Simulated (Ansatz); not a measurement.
C$_{2}$H$_{6}$FSc, SMILES `[CH3][Sc]([CH3])[F]`. The species carries charge 0 and has multiplicity 1. All single points use the PBE0-D4/def2-TZVP geometry.

```xyz
10

C     0.163    1.529    1.101
Sc   -0.838    0.010   -0.106
C     0.391   -1.553   -1.007
F    -2.654    0.094   -0.424
H     0.027    2.541    0.697
H     1.244    1.347    1.157
H    -0.212    1.564    2.133
H    -0.007   -2.564   -0.848
H     1.413   -1.538   -0.608
H     0.474   -1.430   -2.096
```

Q: What is the dipole moment at ωB97M-V/def2-TZVPP? (Best estimate.)

A: Computed: 0.86 D, with components (0.80, -0.13, 0.28) D in this frame, pointing from negative to positive charge.

Q: And with PBE, r2SCAN, B3LYP? (Estimate.)

A: Computed: PBE 0.84 D, r2SCAN 0.88 D, B3LYP 0.91 D.

Q: Give the Mulliken charges with ωB97M-V, r2SCAN, PBE in def2-TZVPP. (Best estimate.)

A: Computed: 
```
atom  ωB97M-V  r2SCAN    PBE
  C1    -0.60   -0.48  -0.58
 Sc2     0.93    0.99   0.95
  C3    -0.60   -0.48  -0.58
  F4    -0.41   -0.42  -0.37
  H5     0.11    0.06   0.10
  H6     0.11    0.07   0.10
  H7     0.11    0.06   0.10
  H8     0.11    0.06   0.10
  H9     0.11    0.07   0.10
 H10     0.11    0.06   0.10
```

B3LYP here is the variant with VWN-RPA as its local correlation; programs differ in this.
